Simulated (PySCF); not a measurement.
**Mg⁺ (magnesium, charge +1): TPSS calculation**

Configuration: [Ne] 3s1, 2S determinant. Computed with PySCF 2.14 in aug-cc-pVDZ-DK (5s4p2d, 27 functions), with scalar relativity by spin-free X2C-1e.

- Total energy: -200.1113 hartree
- One-electron energy: -275.8828 hartree
- Hartree (Coulomb) energy: 92.0827 hartree
- Exchange-correlation energy: -16.3112 hartree
- ⟨S²⟩: 0.7500
- ⟨L²⟩: 0.000
- Sum of ⟨r⟩: 8.599 bohr
- Sum of ⟨r²⟩: 13.96 bohr²
- Langevin diamagnetic susceptibility: -11.1 ×10⁻⁶ cm³/mol
- Time after the integrals: 0.36 s of wall time on 1 thread of Neoverse-N1 (shared host)

```json
{"shell": "1s α", "electrons": "1", "mean orbital energy (hartree)": "-46.87067", "rms radius, mean of both spins (bohr)": "0.151"}
{"shell": "1s β", "electrons": "1", "mean orbital energy (hartree)": "-46.86830", "rms radius, mean of both spins (bohr)": "0.151"}
{"shell": "2s α", "electrons": "1", "mean orbital energy (hartree)": "-3.32091", "rms radius, mean of both spins (bohr)": "0.759"}
{"shell": "2s β", "electrons": "1", "mean orbital energy (hartree)": "-3.31606", "rms radius, mean of both spins (bohr)": "0.759"}
{"shell": "2p α", "electrons": "3", "mean orbital energy (hartree)": "-2.06974", "rms radius, mean of both spins (bohr)": "0.777"}
{"shell": "2p β", "electrons": "3", "mean orbital energy (hartree)": "-2.06497", "rms radius, mean of both spins (bohr)": "0.777"}
{"shell": "3s α", "electrons": "1", "mean orbital energy (hartree)": "-0.43719", "rms radius, mean of both spins (bohr)": "3.02"}
```
